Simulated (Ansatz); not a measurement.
Conformers of C3H10OSi (`CCO[SiH2]C`), each relaxed with PBE0-D4/def2-TZVP in Ansatz. CBS adds the triple-zeta coupled-cluster correction to the MP2 limit.

Not all of them had a frequency check.

Conformer A:

Cartesian coordinates in Å:
```
C 1.828 -1.404 1.128
C 1.443 -0.305 0.169
O 0.036 -0.178 0.144
Si -0.740 0.942 -0.780
C -2.562 0.738 -0.491
H 2.915 -1.519 1.160
H 1.474 -1.175 2.134
H 1.389 -2.354 0.817
H 1.816 -0.533 -0.839
H 1.900 0.645 0.478
H -0.283 2.312 -0.404
H -0.395 0.739 -2.219
H -2.806 0.893 0.562
H -2.889 -0.264 -0.776
H -3.125 1.464 -1.083
```

Conformer B:

Z-matrix (Å, degrees):
```
C
C 1 1.512
H 1 1.092 2 111.2
H 1 1.092 2 110.4 3 120.1
H 1 1.093 2 110.4 3 -120.0
O 2 1.413 1 111.8 3 -62.7
H 2 1.094 1 110.2 3 178.4
H 2 1.099 1 110.3 3 60.5
Si 6 1.645 2 123.9 1 89.6
C 9 1.856 6 107.4 2 172.9
H 9 1.493 6 109.2 2 51.7
H 9 1.493 6 111.1 2 -66.2
H 10 1.092 9 110.8 6 -60.1
H 10 1.092 9 110.6 6 60.1
H 10 1.093 9 110.4 6 179.9
```

Problem. Which is lowest in electronic energy at CCSD(T)/CBS (frozen core, def2 sets), and by how much? (Best estimate.)

Solution. Ansatz gave: A; B lies 2.0 kJ/mol higher. Gaps under about 2 kJ/mol don't settle the order.

Problem. Give the energies relative to A (kJ/mol) with B3LYP-D4/def2-TZVPP, SCS-MP2/def2-TZVPP, CCSD/def2-TZVPP, CCSD(T)/def2-TZVPP, HF/def2-QZVPP, MP2/def2-QZVPP, CCSD/CBS(def2). (An estimate is asked.)

Solution. Ansatz gave: 
| level | B |
| --- | --- |
| B3LYP-D4/def2-TZVPP | 1.7 |
| SCS-MP2/def2-TZVPP | 2.4 |
| CCSD/def2-TZVPP | 2.2 |
| CCSD(T)/def2-TZVPP | 2.0 |
| HF/def2-QZVPP | 3.5 |
| MP2/def2-QZVPP | 2.1 |
| CCSD/CBS(def2) | 2.2 |

B3LYP here is the variant with VWN-RPA as its local correlation; programs differ in this.
